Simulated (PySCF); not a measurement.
## C₆ coefficients of unlike pairs at M06-L

Calculated with PySCF 2.14 from the dipole response of each species, C₆(A,B) = (3/π) ∫ α_A(iu) α_B(iu) du, in atomic units, from isotropic polarisabilities. For ions this is the dispersion term alone; charge-induced terms of lower order in 1/R come first.

```tsv
species	configuration	basis	relativity	α (bohr³)	C₆ (like pair)
Hg	[Xe] 4f14 5d10 6s2 (1S)	def2-QZVPPD with the def2 core potential (60 electrons) (7s5p4d4f2g)	core potential	35.28	344.2
Sb	[Kr] 4d10 5s2 5p3 (4S)	aug-cc-pVTZ-PP with ECP28MDF (6s5p4d2f)	core potential	47.15	530.8
Os⁺	[Xe] 4f14 5d6 6s1 (6D)	aug-cc-pVQZ-PP with ECP60MDF (7s7p6d4f3g2h)	core potential	28.13	235.1
Sb²⁺	[Kr] 4d10 5s2 5p1 (2P)	aug-cc-pwCVTZ-DK3 (10s9p7d4f1g)	spin-free X2C	15.75	100.6
```

(1) Estimate C₆ for Sb with Hg.

No spin-orbit coupling is included.

The other pairs:

| pair | C₆ |
| --- | --- |
| Os⁺, Hg | 284.3 |
| Sb²⁺, Hg | 184.3 |
| Sb²⁺, Os⁺ | 152.8 |
| Sb²⁺, Sb | 223.1 |
| Os⁺, Sb | 348.6 |

Results:

(1) The integral gives 423.1. The combination rule 2 C_A C_B / (C_A α_B/α_A + C_B α_A/α_B) gives 426.2 and the geometric mean 427.4.
